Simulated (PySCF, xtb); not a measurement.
W(NMe)(S)(OH)2 (CH5NO2SW), SMILES C[N]=[W]([OH])([OH])=[S], multiplicity 1. One conformer was computed; it need not be the lowest.

Harmonic wavenumbers (cm⁻¹) from GFN2-xTB run with xtb at its own minimum, in rising order: 55, 74, 101, 127, 144, 163, 207, 264, 321, 348, 415, 434, 469, 477, 494, 581, 1070, 1081, 1294, 1387, 1450, 1456, 2872, 2892, 2915, 3535, 3537.

Problem. What does r2SCAN-D4/def2-SVP (PySCF) give at its own minimum? (Estimate from the structure and the level; the computed values follow.)

Solution. 94, 110, 122, 192, 194, 199, 245, 251, 321, 351, 530, 599, 602, 659, 716, 729, 1090, 1101, 1351, 1418, 1445, 1445, 2990, 3085, 3096, 3868, 3871. Paired by order, the mean absolute difference is 95 cm⁻¹ and the zero-point energies are 40.3 and 43.9 kcal/mol.
